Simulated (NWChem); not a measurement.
System: SnHCl, singlet; SMILES [Cl][SnH]

Here is an NWChem input.

```
start job
memory heap 200 mb stack 900 mb global 1100 mb
geometry units angstroms noautoz
  Sn     0.011934     0.643791     0.000000
  H     -1.768609     0.798183     0.000000
  Cl    -0.042496    -1.749110     0.000000
end
basis spherical
  * library def2-svp
end
ecp
  Sn library def2-ecp
end
dft
  xc xpbe96 cpbe96
  iterations 150
end
tddft
  cis
  nroots 8
end
task tddft energy
```

NWChem printed, in part:

```
             Northwest Computational Chemistry Package (NWChem) 7.3.0
             --------------------------------------------------------

 CS  symmetry detected

                             Geometry "geometry" -> ""
                             -------------------------

 Output coordinates in angstroms (scale by  1.889725989 to convert to a.u.)

  No.       Tag          Charge          X              Y              Z
 ---- ---------------- ---------- -------------- -------------- --------------
    1 Sn                  50.0000     0.03087191     0.59648338     0.00000000
    2 H                    1.0000    -1.75178157     0.72422084     0.00000000
    3 Cl                  17.0000     0.01224625    -1.79696411     0.00000000

 Effective nuclear repulsion energy (a.u.)     205.6523804250

      Symmetry information
      --------------------

 Group name             Cs
 Group number              2
 Group order               2
 No. of unique centers     3

 Summary of "ao basis" -> "ao basis" (spherical)
 ------------------------------------------------------------------------------
       Tag                 Description            Shells   Functions and Types
 ---------------- ------------------------------  ------  ---------------------
 Sn                         def2-svp                10       26   4s4p2d
 H                          def2-svp                 3        5   2s1p
 Cl                         def2-svp                 8       18   4s3p1d

      Symmetry analysis of basis
      --------------------------

        a'         35
        a"         14

            General Information
            -------------------
          SCF calculation type: DFT
          Wavefunction type:  closed shell.
          No. of atoms     :     3
          No. of electrons :    40
           Alpha electrons :    20
            Beta electrons :    20
          Charge           :     0
          Spin multiplicity:     1
          Use of symmetry is: off; symmetry adaption is: on
          Maximum number of iterations: 150
          AO basis - number of functions:    49
                     number of shells:    21
          Convergence on energy requested:  1.00D-06
          Convergence on density requested:  1.00D-05
          Convergence on gradient requested:  5.00D-04

              XC Information
              --------------
          PerdewBurkeErnzerhof Exchange Functional  1.000
            Perdew 1991 LDA Correlation Functional  1.000 local
           PerdewBurkeErnz. Correlation Functional  1.000 non-local

             Grid Information
             ----------------
          Grid used for XC integration:  medium
          Radial quadrature: Mura-Knowles
          Angular quadrature: Lebedev.
          Tag              B.-S. Rad. Rad. Pts. Rad. Cut. Ang. Pts.
          ---              ---------- --------- --------- ---------
          Sn                  1.45      123           8.0       590
          H                   0.35       45           8.0       434
          Cl                  1.00       88           9.0       590
          Grid pruning is: on
          Number of quadrature shells:   256
          Spatial weights used:  Erf1

      Superposition of Atomic Density Guess
      -------------------------------------

 Sum of atomic energies:        -708.91854122

      Non-variational initial energy
      ------------------------------

 Total energy =    -673.127709
 1-e energy   =   -1195.317720
 2-e energy   =     430.065751
 HOMO         =      -0.236608
 LUMO         =      -0.063901

      Symmetry analysis of molecular orbitals - initial
      -------------------------------------------------

  Numbering of irreducible representations:

     1 a'          2 a"

  Orbital symmetries:

     1 a'          2 a'          3 a'          4 a'          5 a"
     6 a'          7 a'          8 a'          9 a"         10 a'
    11 a'         12 a'         13 a"         14 a"         15 a'
    16 a'         17 a'         18 a"         19 a'         20 a'
    21 a"         22 a'         23 a'         24 a'         25 a'
    26 a'         27 a"         28 a'         29 a"         30 a"

   convergence    iter        energy       DeltaE   RMS-Dens  Diis-err
 ---------------- ----- ----------------- --------- --------- ---------
 d= 0,ls=0.0,diis     1   -674.7385008003 -7.67D+02  3.89D-02  2.76D-01
 d= 0,ls=0.0,diis     2   -674.3896908580  3.49D-01  2.74D-02  2.05D+00
 d= 0,ls=0.0,diis     3   -674.7824099512 -3.93D-01  5.52D-03  2.69D-02
 d= 0,ls=0.0,diis     4   -674.7860621181 -3.65D-03  2.47D-03  6.58D-03
 d= 0,ls=0.0,diis     5   -674.7873068698 -1.24D-03  5.31D-04  3.03D-04
  Resetting Diis
 d= 0,ls=0.0,diis     6   -674.7873593047 -5.24D-05  1.23D-04  2.77D-05
 d= 0,ls=0.0,diis     7   -674.7873654117 -6.11D-06  8.27D-05  1.31D-06
 d= 0,ls=0.0,diis     8   -674.7873644329  9.79D-07  5.26D-05  6.49D-06
 d= 0,ls=0.0,diis     9   -674.7873657247 -1.29D-06  6.63D-06  5.24D-08
 d= 0,ls=0.0,diis    10   -674.7873657343 -9.65D-09  1.93D-06  5.28D-09

         Total DFT energy =     -674.787365734330
      One electron energy =    -1196.260286138616
           Coulomb energy =      475.810461520542
    Exchange-Corr. energy =      -46.461801341293
 Nuclear repulsion energy =       92.124260225037

 Numeric. integr. density =       40.000010008950

                  Occupations of the irreducible representations
                  ----------------------------------------------

                     irrep           alpha         beta
                     --------     --------     --------
                     a'               15.0         15.0
                     a"                5.0          5.0

                       DFT Final Molecular Orbital Analysis
                       ------------------------------------

 Vector   18  Occ=2.000000D+00  E=-2.729573D-01  Symmetry=a"
              MO Center=  1.3D-02, -1.6D+00, -3.9D-10, r^2= 1.6D+00
   Bfn.  Coefficient  Atom+Function         Bfn.  Coefficient  Atom+Function
  ----- ------------  ---------------      ----- ------------  ---------------
    44      0.612015  3 Cl pz                41      0.449533  3 Cl pz
    38      0.264269  3 Cl pz                13      0.143129  1 Sn pz
    16      0.126125  1 Sn pz                18      0.053391  1 Sn d -1
    10     -0.047907  1 Sn pz                23     -0.046948  1 Sn d -1
     7     -0.044867  1 Sn pz

[...]

                                NWChem TDDFT Module
                                -------------------

            General Information
            -------------------
           No. of orbitals :      98
            Alpha orbitals :      49
             Beta orbitals :      49
        Alpha frozen cores :       0
         Beta frozen cores :       0
     Alpha frozen virtuals :       0
      Beta frozen virtuals :       0
         Spin multiplicity :       1
    Number of AO functions :      49
        Use of symmetry is : off
      Symmetry adaption is : on
         Schwarz screening :  0.10D-07

              XC Information
              --------------
   PerdewBurkeErnzerhof Exchange Functional   1.00
     Perdew 1991 LDA Correlation Functional   1.00 local
    PerdewBurkeErnz. Correlation Functional   1.00 non-local

             TDDFT Information
             -----------------
          Calculation type : Tamm-Dancoff TDDFT
         Wavefunction type : Restricted singlets & triplets
          No. of electrons :      40
           Alpha electrons :      20
            Beta electrons :      20
              No. of roots :       8
          Max subspacesize :    5600
            Max iterations :     100
               Target root :       1
           Target symmetry : none
      Symmetry restriction : off
                 Algorithm : Optimal
        Davidson threshold :  0.10D-03

    8 smallest eigenvalue differences (eV)
--------------------------------------------------------
  No. Spin  Occ  Vir  Irrep   E(Occ)    E(Vir)   E(Diff)
--------------------------------------------------------
    1    1   20   21 a"       -0.214    -0.136     2.134
    2    1   19   21 a"       -0.268    -0.136     3.607
    3    1   18   21 a'       -0.273    -0.136     3.739
    4    1   17   21 a"       -0.299    -0.136     4.434
    5    1   20   22 a'       -0.214    -0.049     4.480
    6    1   19   22 a'       -0.268    -0.049     5.953
    7    1   18   22 a"       -0.273    -0.049     6.085
    8    1   20   23 a'       -0.214     0.013     6.168
--------------------------------------------------------

  Entering Davidson iterations
  Restricted singlet excited states

  Iter   NTrls   NConv    DeltaV     DeltaE      Time
  ----  ------  ------  ---------  ---------  ---------
    1      8       0     0.11E+00   0.10+100        1.1
    2     16       0     0.59E-01   0.33E-01        1.1
    3     24       2     0.29E-01   0.92E-02        1.1
    4     30       6     0.58E-02   0.15E-02        1.0
    5     32       7     0.87E-03   0.30E-04        0.7
    6     33       8     0.64E-04   0.58E-06        0.7
  ----  ------  ------  ---------  ---------  ---------
  Convergence criterion met

  Ground state a'       -674.787365734330 a.u.

  ----------------------------------------------------------------------------
  Root   1 singlet a"             0.092358225 a.u.                2.5132 eV
  ----------------------------------------------------------------------------
     Transition Moments    X  0.00000   Y  0.00000   Z  0.45583
     Dipole Oscillator Strength                    0.0127937162
     Electric Quadrupole                           0.0000000180
     Magnetic Dipole                               0.0000011395
     Total Oscillator Strength                     0.0127948737

     Occ.   16  a'  ---  Virt.   21  a"       0.07381
     Occ.   19  a'  ---  Virt.   21  a"       0.15928
     Occ.   20  a'  ---  Virt.   21  a"      -0.98264
  ----------------------------------------------------------------------------
  Root   2 singlet a"             0.140773386 a.u.                3.8306 eV
  ----------------------------------------------------------------------------
     Transition Moments    X  0.00000   Y -0.00000   Z -0.37072
     Dipole Oscillator Strength                    0.0128981764
     Electric Quadrupole                           0.0000000384
     Magnetic Dipole                               0.0000004782
     Total Oscillator Strength                     0.0128986931

     Occ.   16  a'  ---  Virt.   21  a"      -0.07923
     Occ.   17  a'  ---  Virt.   21  a"       0.10070
     Occ.   19  a'  ---  Virt.   21  a"       0.97953
     Occ.   20  a'  ---  Virt.   21  a"       0.14730
  ----------------------------------------------------------------------------
  Root   3 singlet a'             0.163711161 a.u.                4.4548 eV
  ----------------------------------------------------------------------------
     Transition Moments    X -0.04303   Y -0.35618   Z  0.00000
     Dipole Oscillator Strength                    0.0140482283
     Electric Quadrupole                           0.0000001102
     Magnetic Dipole                               0.0000002257
     Total Oscillator Strength                     0.0140485641

     Occ.   17  a'  ---  Virt.   22  a'       0.17653
     Occ.   18  a"  ---  Virt.   21  a"       0.88056
     Occ.   19  a'  ---  Virt.   22  a'      -0.06081
     Occ.   19  a'  ---  Virt.   23  a'      -0.08118
     Occ.   20  a'  ---  Virt.   22  a'      -0.41831
  ----------------------------------------------------------------------------
  Root   4 singlet a"             0.170043805 a.u.                4.6271 eV
  ----------------------------------------------------------------------------
     Transition Moments    X  0.00000   Y  0.00000   Z  0.25652
     Dipole Oscillator Strength                    0.0074596054
     Electric Quadrupole                           0.0000000948
     Magnetic Dipole                               0.0000020710
     Total Oscillator Strength                     0.0074617712

     Occ.   16  a'  ---  Virt.   21  a"       0.06595
     Occ.   17  a'  ---  Virt.   21  a"       0.99198
     Occ.   19  a'  ---  Virt.   21  a"      -0.08960
  ----------------------------------------------------------------------------
  Root   5 singlet a'             0.183060392 a.u.                4.9813 eV
  ----------------------------------------------------------------------------
     Transition Moments    X -0.01232   Y  0.77408   Z  0.00000
     Dipole Oscillator Strength                    0.0731458561
     Electric Quadrupole                           0.0000000316
     Magnetic Dipole                               0.0000014666
     Total Oscillator Strength                     0.0731473544

     Occ.   17  a'  ---  Virt.   22  a'      -0.21942
     Occ.   18  a"  ---  Virt.   21  a"      -0.35032
     Occ.   19  a'  ---  Virt.   22  a'       0.22259
     Occ.   20  a'  ---  Virt.   22  a'      -0.87260
     Occ.   20  a'  ---  Virt.   23  a'      -0.09582
  ----------------------------------------------------------------------------
  Root   6 singlet a"             0.230033035 a.u.                6.2595 eV
  ----------------------------------------------------------------------------
     Transition Moments    X -0.00000   Y  0.00000   Z -0.19947
     Dipole Oscillator Strength                    0.0061018386
     Electric Quadrupole                           0.0000000960
     Magnetic Dipole                               0.0000000040
     Total Oscillator Strength                     0.0061019386

     Occ.   18  a"  ---  Virt.   22  a'      -0.99783
  ----------------------------------------------------------------------------
  Root   7 singlet a'             0.230770445 a.u.                6.2796 eV
  ----------------------------------------------------------------------------
     Transition Moments    X  0.04487   Y -0.50127   Z -0.00000
     Dipole Oscillator Strength                    0.0389669261
     Electric Quadrupole                           0.0000002778
     Magnetic Dipole                               0.0000001586
     Total Oscillator Strength                     0.0389673625

     Occ.   17  a'  ---  Virt.   22  a'       0.29068
     Occ.   18  a"  ---  Virt.   21  a"       0.05350
     Occ.   19  a'  ---  Virt.   22  a'       0.91935
     Occ.   19  a'  ---  Virt.   23  a'      -0.05748
     Occ.   20  a'  ---  Virt.   22  a'       0.10984
     Occ.   20  a'  ---  Virt.   23  a'       0.21678
  ----------------------------------------------------------------------------
  Root   8 singlet a'             0.266534138 a.u.                7.2528 eV
  ----------------------------------------------------------------------------
     Transition Moments    X -1.02966   Y -0.15420   Z  0.00000
     Dipole Oscillator Strength                    0.1926123639
     Electric Quadrupole                           0.0000003441
     Magnetic Dipole                               0.0000017369
     Total Oscillator Strength                     0.1926144449

     Occ.   17  a'  ---  Virt.   22  a'      -0.29983
     Occ.   17  a'  ---  Virt.   23  a'      -0.32365
     Occ.   19  a'  ---  Virt.   22  a'      -0.10952
     Occ.   19  a'  ---  Virt.   23  a'      -0.46563
     Occ.   20  a'  ---  Virt.   23  a'       0.74940
     Occ.   20  a'  ---  Virt.   24  a'       0.06974

              Target root =      1
          Target symmetry = none
      Ground state energy =   -674.787365734330
        Excitation energy =      0.092358225105
     Excited state energy =   -674.695007509225

  stored tddft:energy   -674.69500750922487

[...]
```

Level: PBE/def2-SVP with def2 effective core potentials on Sn, TDA. Low-valent species are run as closed-shell singlets; no triplet was tried in these runs. Structure relaxed at the PBE0/def2-SVP level. def2 effective core potentials on Sn; no spin-orbit coupling.
